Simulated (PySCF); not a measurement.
## input.py for Cl⁻

The script input.py:

```python
from pyscf import gto, scf, ci

mol = gto.M(
    atom='Cl 0 0 0',
    basis='def2-tzvpp',
    charge=-1,
    spin=0,
    symmetry=True,
    verbose=4,
)
mf = scf.UHF(mol)
mf = mf.density_fit(auxbasis='def2-universal-jkfit')
mf.kernel()
ci.CISD(mf, frozen=5).kernel()
mf.dip_moment()
print('orbital energies (hartree):', [e[max(0, n-3):n+3].round(4) for e, n in zip(mf.mo_energy, mol.nelec)])
```

```bash
$ python input.py
```

The log (some set-up lines and the per-cycle HOMO/LUMO lines with their warnings removed):

```
PySCF version 2.14.0

[INPUT] Symbol           X                Y                Z      unit          X                Y                Z       unit  Magmom
[INPUT]  1 Cl     0.000000000000   0.000000000000   0.000000000000 AA    0.000000000000   0.000000000000   0.000000000000 Bohr   0.0

nuclear repulsion = 0
point group symmetry = SO3
symmetry origin: [0. 0. 0.]
symmetry axis x: [1. 0. 0.]
symmetry axis y: [0. 1. 0.]
symmetry axis z: [0. 0. 1.]
num. orbitals of irrep s+0 = 5
num. orbitals of irrep p-1 = 5
num. orbitals of irrep p+0 = 5
num. orbitals of irrep p+1 = 5
num. orbitals of irrep d-2 = 3
num. orbitals of irrep d-1 = 3
num. orbitals of irrep d+0 = 3
num. orbitals of irrep d+1 = 3
num. orbitals of irrep d+2 = 3
num. orbitals of irrep f-3 = 1
num. orbitals of irrep f-2 = 1
num. orbitals of irrep f-1 = 1
num. orbitals of irrep f+0 = 1
num. orbitals of irrep f+1 = 1
num. orbitals of irrep f+2 = 1
num. orbitals of irrep f+3 = 1
number of shells = 14
number of NR pGTOs = 63
number of NR cGTOs = 42
basis = def2-tzvpp
ecp = {}

******** <class 'pyscf.df.df_jk.DFSymAdaptedUHF'> ********
method = DFSymAdaptedUHF
initial guess = minao
damping factor = 0
level_shift factor = 0
DIIS = <class 'pyscf.scf.diis.CDIIS'>
SCF conv_tol = 1e-09
SCF max_cycles = 50
number electrons alpha = 9  beta = 9
Freeze 0 electrons in irreps []
    18 free electrons in irreps s+0 p-1 p+0 p+1 d-2 d-1 d+0 d+1 d+2 f-3 f-2 f-1 f+0 f+1 f+2 f+3
******** <class 'pyscf.df.df.DF'> ********
auxbasis = def2-universal-jkfit
init E= -459.256720733176
cycle= 1 E= -459.51930723607  delta_E= -0.263  |g|= 0.231  |ddm|= 0.239
cycle= 2 E= -459.551830975486  delta_E= -0.0325  |g|= 0.11  |ddm|= 0.445
cycle= 3 E= -459.555634737858  delta_E= -0.0038  |g|= 0.00722  |ddm|= 0.0852
cycle= 4 E= -459.555649674061  delta_E= -1.49e-05  |g|= 0.000693  |ddm|= 0.0051
cycle= 5 E= -459.555649839832  delta_E= -1.66e-07  |g|= 2.79e-05  |ddm|= 0.000858
cycle= 6 E= -459.555649840129  delta_E= -2.97e-10  |g|= 2.93e-06  |ddm|= 4.27e-05
Extra cycle  E= -459.555649840134  delta_E= -5e-12  |g|= 6.81e-07  |ddm|= 6.27e-06
converged SCF energy = -459.555649840134  <S^2> = -8.8817842e-15  2S+1 = 1

WARN: DF-UCISD for DFHF method <pyscf.df.df_jk.DFSymAdaptedUHF object> is not available. Normal UCISD method is called.

******** <class 'pyscf.ci.ucisd.UCISD'> ********
CISD nocc = (np.int64(4), np.int64(4)), nmo = (37, 37)
frozen orbitals 5
max_cycle = 50
direct = 0
conv_tol = 1e-09
max_cycle = 50
max_space = 12
lindep = 0
nroots = 1
Init t2, MP2 energy = -0.197871335705112
UCISD converged
E(UCISD) = -459.7606684560932  E_corr = -0.2050186159590455

WARN: System has nonzero charge -1; the dipole moment is origin-dependent.
Location of origin: [0. 0. 0.]

Dipole moment(X, Y, Z, Debye):  0.00000,  0.00000,  0.00000
orbital energies (hartree): [array([-0.1313, -0.1313, -0.1313,  0.7751,  0.7751,  0.7751]), array([-0.1313, -0.1313, -0.1313,  0.7751,  0.7751,  0.7751])]
```

In short: E(SCF) = -459.555650 Eh, 6 cycles, E(CISD) − E(SCF) = -0.20502 Eh.

Wall time 0.84 s on one thread of a shared host.

The basis has no diffuse functions, which an anion needs. No search for the lowest solution was made.
